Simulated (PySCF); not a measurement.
A structure optimised at B3LYP-D3(BJ)/def2-SVP, used in a PySCF frequency run:

```xyz
6

Nb     0.0000     0.0000     0.0000
F      1.8423     0.0000     0.0000
F     -0.9212     1.5955     0.0000
F     -0.9212    -1.5955     0.0000
F      0.0000     0.0000     1.8731
F      0.0000     0.0000    -1.8731
```
Charge 0, spin multiplicity 1.

**Question.** Write its SMILES, formula and point group.

**Answer.** [F][Nb]([F])([F])([F])[F], F5Nb, D3h

**Question.** What are its rotational constants (standard atomic weights)?

**Answer.** 2.6124, 2.1969, 2.1969 GHz
